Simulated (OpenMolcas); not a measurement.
## Sb4+: effect of correlating more closed shells

| Property | Result |
| --- | --- |
| Program | OpenMolcas 26.06 |
| Basis | ANO-RCC-VTZP [7s6p4d2f1g] |
| Scalar Hamiltonian | DKH2, point nucleus |
| Active space | 1 electron in 4 orbitals (5s 5p) |
| State averaging | 2S+1 = 2 even, 1 root; 2S+1 = 2 odd, 3 roots |
| Spin-orbit coupling | RASSI with atomic mean-field integrals over the reference wave functions, term energies averaged over their components |

Methods on the same reference wave functions:
A. CASSCF
B. SS-CASPT2, IPEA 0.25 Eh, imaginary shift 0.1 Eh (closed shells correlated: 4d)
C. SS-CASPT2, IPEA 0.25 Eh, imaginary shift 0.1 Eh (closed shells correlated: 4s 4p 4d)

Energies in cm-1 above 5s 2S 1/2, the measured ground level; measured values from Moore, Atomic Energy Levels, vol. III, NSRDS-NBS 35 (1971 reprint of NBS Circular 467, 1958).

```json
{"Level": "5s 2S 1/2", "A": "0.0", "B": "0.0", "C": "0.0", "Measured": "0.0"}
{"Level": "5p 2P* 1/2", "A": "80493", "B": "83399", "C": "84026", "Measured": "81566"}
{"Level": "5p 2P* 3/2", "A": "88580", "B": "91486", "C": "92113", "Measured": "90553"}
```

Deviations, from unrounded energies. A percentage is the sum of absolute deviations over the sum of measured energies, with the sign that they share, or ± where signs differ.

```tsv
Against measurement	Levels	A	B	C
mean absolute deviation (cm-1)	2	1500	1400	2000
other configurations (%)	2	-1.8	+1.6	+2.3
```

B lies closest to measurement on these levels and C furthest from it. The largest miss of B in the table is 5p 2P* 1/2, by +1800 cm-1. The ranking rests on the paired levels alone, and a cruder setting can come out closer through cancelling errors.

Between B and C the level of the table that moves most is 5p 2P* 1/2, by 630 cm-1 (lowest in B, highest in C).

The lowest spin-free term lies below A's lowest term by 0.375 hartree in B, 0.546 hartree in C.

What an inner shell adds also hangs on whether the basis holds functions to correlate it.

With one active electron the reference holds no correlation, so core polarisation is missing (holds for A). With one active electron, CASPT2 adds the correlation within the correlated inactive shells and between them and that electron, and leaves the splitting within a term as the reference gives it (holds for B; C). Measured partners are found by configuration, term and J. A level has none where our copy of the source lacks it or the pairing is in doubt (some pairs that miss far off the trend of their configuration count as doubtful), and it then counts in no deviation. Levels of configurations outside the active space are missing.

* marks odd parity.
